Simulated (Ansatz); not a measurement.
Ansatz (a quantum-chemistry and plane-wave program) input:

Ansatz 0.2 input:
```yaml
crystal:
  periodic: [false, false, false]
  atoms:
    - {symbol: Ga, position_ang: [0.00000000, 0.00000000, 0.00000000]}
    - {symbol: Cl, position_ang: [0.00000000, 0.00000000, 2.03809336]}
    - {symbol: Cl, position_ang: [-0.00000000, -0.00000000, -2.03809336]}
basis:
  gaussian:
    orbitals: def2-TZVPD
hamiltonian:
  xc: {name: BHLYP}
total_charge: 1
output: {forces: true}
```

### Question
Predict the final energy.

### Answer
-2845.04245 Eh (BHLYP/def2-TZVPD). The basis has 146 functions.
